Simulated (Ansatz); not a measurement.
Basis-set series for ClFH$_{2}$O$_{2}$Ti, SMILES `[OH][Ti]([OH])([F])[Cl]`. Total charge 0; spin multiplicity 1. The structure was optimised at the PBE0-D4/def2-TZVP level. It is one conformer, not always the lowest.

```
functional       basis  functions  energy (Eh)  HOMO (eV)  LUMO (eV)
   PBE0-D4    def2-SVP        101  -1560.36136      -8.83      -2.29
   PBE0-D4  def2-QZVPP        394  -1560.99381      -9.10      -2.39
   ωB97M-V    def2-SVP        101  -1560.80807     -11.02       0.03
   ωB97M-V  def2-QZVPP        394  -1561.44262     -11.37      -0.15
```

(1) Give the rows for def2-TZVPP. (An estimate is asked.)

## Answers

(1) Computed: 
```
functional       basis  functions  energy (Eh)  HOMO (eV)  LUMO (eV)
   PBE0-D4  def2-TZVPP        227  -1560.95034      -9.08      -2.37
   ωB97M-V  def2-TZVPP        227  -1561.40171     -11.33      -0.10
```

Scalar relativity is left out up to krypton.
